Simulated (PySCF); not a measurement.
Level of theory: PBE-D3(BJ)/def2-TZVP // B3LYP-D3(BJ)/def2-SVP (PySCF). All species are isolated molecules in the gas phase. One relaxed conformer stands for a flexible species; it need not be the lowest. Excitations are Tamm–Dancoff values on a coarser integration grid. The basis has no diffuse functions, so Rydberg states are missing or too high.

Reference species (SMILES): `Bc1ccc(F)s1` (neutral, multiplicity 1).

```
Quantity                Value
-------------------  --------
T1 excitation (TDA)   2.92 eV
HOMO–LUMO gap         3.39 eV
LUMO                 -2.95 eV
```

Changed species: `c1(B)cc(F)sc1`.

**Question.** What does the change do to the T1 excitation (TDA), HOMO–LUMO gap and LUMO?

**Answer.** the T1 excitation (TDA) falls by 0.12 eV, to 2.80 eV; the HOMO–LUMO gap falls by 0.22 eV, to 3.17 eV; the LUMO hardly moves.
